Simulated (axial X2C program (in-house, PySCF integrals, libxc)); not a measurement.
## Correcting the dissociation energy of CaF⁺ for spin–orbit coupling

A spin-free CCSD(T) curve (one-electron X2C) was computed with an axial X2C code built on PySCF integrals, basis Ca dyall-cv3z [11s12p6d4f], F dyall-av3z [7s6p3d2f] (cores contracted in-house), for the state M_S = 0, Λ = 0 (closed shell). It gives D0 = 5.673 eV to Ca+ + F, which in a spin-free picture are the weighted means of the ground terms.

Correlated methods: 8 electrons correlated (number of frozen shells: Ca 3 s, 2 p; F 1 s), 250 virtual spin orbitals or spinors in MP2, 86 natural virtuals in coupled cluster.

Measured levels of the ground terms (NIST Handbook of Basic Atomic Spectroscopic Data), in cm⁻¹: Ca+ 2S: J = 1/2 at 0; F 2P: J = 3/2 at 0, J = 1/2 at 404.1.

The molecular state has Λ = 0, so it has no first-order lowering.

(1) How far does each ground level lie under the (2J+1)-weighted mean of its term?

(2) Correct D0.

Second-order spin–orbit effects in the molecule, which grow quickly with Z, are left out. Occupations by symmetry block were frozen at the best pattern of an incomplete PBE0 search. De is counted from the lowest determinant-based energies of the atoms at the same level, without counterpoise correction. Coupled cluster ran in a truncated set of natural virtual spinors; the MP2 energy of the rest was added. (T) has no such correction and the atoms are truncated less, which lowers De at CCSD(T) by a hundredth of an eV or more. The outer-core s and p shells of the metal are frozen in the correlated rows, which leaves out core–valence correlation; for alkali and alkaline-earth bonds that tends to lengthen them.

Answers

(1) Ca+: a single level, 0; F: (4 × 0 + 2 × 404.1)/6 = 135 cm⁻¹.

(2) D0 = 5.673 + (0 − 135)/8065.5 = 5.656 eV at CCSD(T) with these spin–orbit terms. The direct two-component run gives 5.657 eV; the difference holds second-order terms in the molecule, scalar two-electron terms, the gap between measured and computed atomic splittings (a 2c atom can miss part of its lowering) and, in coupled cluster, the truncation of each run.
